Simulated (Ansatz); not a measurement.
Reaction (silylene formation by 1,1-elimination): `F[SiH2]N([SiH3])[SiH3]` → H–F + `[SiH]N([SiH3])[SiH3]`

Gas-phase electronic energies from Ansatz, PBE0-D4/def2-TZVP geometries. CCSD(T)/CBS adds triple-zeta CCSD(T) − MP2 to the extrapolated MP2 energy (def2 sets, frozen cores). This one scheme is used for every species. DFT in def2-TZVPP. B3LYP here is the variant with VWN-RPA as its local correlation; programs differ in this. HSE06 is defined as in plane-wave codes. Each species was taken in one conformer, which may not be the lowest.

Question: Is it downhill or uphill in electronic energy at CCSD(T)/CBS, and by how much? (Estimate.)

Answer: Ansatz gave: Uphill: ΔE = +3.33 eV.

Question: What do these levels give: BLYP-D4, PBE0-D4, B3LYP-D4, HSE06-D4, BHLYP-D4, revPBE, BHLYP, CCSD(T)/def2-SVP, SCS-MP2/def2-TZVPP, CCSD/def2-TZVPP, HF/def2-QZVPP, MP2/CBS(def2)? (An estimate is asked.)

Answer: The calculation gave: BLYP-D4 3.12, PBE0-D4 3.33, B3LYP-D4 3.29, HSE06-D4 3.33, BHLYP-D4 3.51, revPBE 3.00, BHLYP 3.48, CCSD(T)/def2-SVP 3.12, SCS-MP2/def2-TZVPP 3.40, CCSD/def2-TZVPP 3.31, HF/def2-QZVPP 3.56, MP2/CBS(def2) 3.48 eV.

Largest T1 diagnostic among the species: 0.014.

In def2-TZVPP, CCSD(T) changes the Hartree–Fock value by −0.25 eV (the triples alone add −0.03 eV) and MP2 by −0.10 eV. The D4 term adds +0.04 eV with B3LYP and +0.03 eV with PBE0; it sums over pairs of atoms, weighted by their polarisabilities, and B3LYP, whose exchange is more repulsive, gets the larger term.
